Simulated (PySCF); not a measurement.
[TcO4]- (charge -1 and singlet state).
Geometry (PBE0-D3(BJ)/def2-SVP, Å), atoms numbered from 1 in this order:
```
atom  x, y, z in Å
Tc1   -0.0005    0.0000    0.0000
O2     0.0190   -0.0149    1.6985
O3     1.5945    0.0082   -0.5826
O4    -0.8093    1.3906   -0.5458
O5    -0.8038   -1.3840   -0.5701
```

The calculation used PBE0-D3(BJ)/def2-SVP geometry optimisation, gas phase, def2 core potentials past Kr (PySCF 2.14.0).

Question: Which atoms are bound to Tc1, and at what distances?

Answer: 4 atoms: O3 1.698 Å, O2 1.699 Å, O5 1.699 Å, O4 1.699 Å.

Question: What is the shape at Tc1?

Answer: Tetrahedral: angles from 109.4° to 109.5°; τ4 = (360° − α − β)/141° = 1.00 with α and β the two widest (0 for a square, 1 for a tetrahedron).

Question: What are the rotational constants (commonest isotopes, rigid rotor)?

Answer: A = 4108, B = 4108, C = 4104 MHz: a spherical top.

Point group: Td (every atom within 0.08 Å of its image). Charge -1, singlet. Stationary, but not proved a minimum.
